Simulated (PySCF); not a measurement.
CH₃Br₂InO. Atoms are numbered in the order given.

```xyz
8

In     0.0681    -0.1632    -0.2702
Br     1.4883     1.8229    -0.4963
Br    -1.4037    -0.5167     1.6805
O      0.0901    -1.5489    -1.6826
C     -0.7059    -2.7019    -1.6375
H     -1.4130    -2.7124    -2.4869
H     -0.0692    -3.6011    -1.7205
H     -1.3023    -2.8051    -0.7111
```
Charge 0, spin multiplicity 1.

Coordinates come from a PBE0-D3(BJ)/def2-SVP optimisation. The def2 effective core potentials stand for the cores of In; spin–orbit coupling is left out. The values are those of a single conformer.

The numbers are results of C-PCM-M06-2X/def2-SVP (PySCF 2.14.0), not measurements.

The values are the electrostatic part of the solvation free energy, E(continuum) − E(gas) at the gas-phase geometry, in a cavity of scaled van der Waals radii (PySCF's table); cavitation and dispersion terms are not included. A continuum can't describe solvent molecules that bind to the metal. In vacuum the orbital gap is 7.68 eV. The dipole moment in vacuum is 1.11 D.

**Question.** Estimate the values in water (ε = 78.36), diethylether (ε = 4.24), benzene (ε = 2.27). (Estimate from the structure and the level; the computed values follow.)

**Answer.** 
| solvent | ε | ΔG(elec) (kcal/mol) | dipole (D) | gap (eV) |
|---|---|---|---|---|
| water | 78.36 | -8.0 | 1.40 | 7.83 |
| diethylether | 4.24 | -6.0 | 1.32 | 7.80 |
| benzene | 2.27 | -4.3 | 1.26 | 7.76 |
